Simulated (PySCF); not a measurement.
**Bonding in `C[C@@H](C#N)O[SiH2]C[SiH3]`**

Compound: C₄H₁₁NOSi₂.
SMILES with atom numbers: `[CH3:1][C@@H:2]([C:3]#[N:4])[O:5][SiH2:6][CH2:7][SiH3:8]` (hydrogens: H9, H10, H11 on C1; H12 on C2; H13, H14 on Si6; H15, H16 on C7; H17, H18, H19 on Si8)

Cartesian coordinates in Å at the GFN2-xTB level; atoms count from 1:
```
atom  x, y, z in Å
C1    -2.8197   -0.5207   -0.0588
C2    -1.7293    0.5506   -0.1452
C3    -1.9550    1.5588    0.8807
N4    -2.1219    2.3396    1.6975
O5    -0.4545    0.0129    0.0495
Si6    0.5347   -0.6647   -1.0474
C7     2.1091   -0.9354   -0.0475
Si8    2.8446    0.6250    0.7549
H9    -3.8032   -0.0639   -0.1392
H10   -2.7439   -1.0424    0.8923
H11   -2.6854   -1.2371   -0.8649
H12   -1.7822    1.0534   -1.1243
H13    0.7066    0.2451   -2.1878
H14   -0.0401   -1.9168   -1.5635
H15    1.9140   -1.6707    0.7323
H16    2.8469   -1.3854   -0.7098
H17    3.2724    1.5499   -0.3002
H18    1.8765    1.2792    1.6330
H19    4.0206    0.2318    1.5409
```

Bond orders from the PBE0/pcSseg-1 density (PySCF). The structure is a single GFN2-xTB conformer in the gas phase; no vibrational or solvent corrections.

Task: How far do the computed orders between heavy atoms stray from the drawn ones?

Result: The largest departure is 0.103, at C2–O5 (drawn single, 0.897) and C7–Si8 (drawn single, 0.900).

Task: Set the Mayer orders of the bonds beside their lengths.

Result: 
```tsv
bond	drawn as	length (Å)	Mayer order
C1–C2	single	1.531	1.042
C2–C3	single	1.456	0.957
C3–N4	triple	1.142	3.065
C2–O5	single	1.397	0.897
O5–Si6	single	1.625	0.909
Si6–C7	single	1.885	0.949
C7–Si8	single	1.903	0.900
C1–H9	single	1.087	0.954
C1–H10	single	1.087	0.955
C1–H11	single	1.087	0.956
C2–H12	single	1.102	0.923
Si6–H13	single	1.469	0.925
Si6–H14	single	1.471	0.918
C7–H15	single	1.089	0.934
C7–H16	single	1.089	0.934
Si8–H17	single	1.467	0.946
Si8–H18	single	1.462	0.955
Si8–H19	single	1.468	0.947
```

Bonds between the same two heavy elements. C–C: lowest C2–C3 (0.957, 1.456 Å), highest C1–C2 (1.042, 1.531 Å); in 1 of the 1 pairs the longer bond (by over 0.003 Å) has the higher order (by 0.02 or more). C–Si: lowest C7–Si8 (0.900, 1.903 Å), highest Si6–C7 (0.949, 1.885 Å).

Task: Sum the orders of all bonds at each heavy atom with more than one neighbour and set the sums beside the valence in the SMILES.

Result: C1 3.907 (drawn 4), C2 3.819 (drawn 4), C3 4.022 (drawn 4), O5 1.806 (drawn 2), Si6 3.701 (drawn 4), C7 3.717 (drawn 4), Si8 3.748 (drawn 4). Orders between atoms that aren't bonded are not in these sums.

For a closed shell the Mayer order of atoms A and B is Σ (PS)μν (PS)νμ over the basis functions μ on A and ν on B, with P the density and S the overlap matrix.
